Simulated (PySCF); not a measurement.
diantimony anion (Sb2), SMILES [Sb]#[Sb] (connectivity only; charge and spin as stated), charge -1, multiplicity 2.

Geometry optimised at PBE0-D3(BJ)/def2-TZVPD. The multiplicity is an assumed one; other spin states were not compared. The def2 effective core potentials stand for the cores of Sb; spin–orbit coupling is left out.

These are PBE0-D3(BJ)/def2-TZVPD in PySCF values and carry that method's errors.

Frequencies are harmonic and unscaled.

Question: Give all harmonic wavenumbers and intensities. (Estimate from the structure and the level; the computed values follow.)

Answer: 
```csv
mode,ν (cm⁻¹),IR (km/mol),moving atoms (share of kinetic energy)
1,255,0.0,Sb 100 %
```
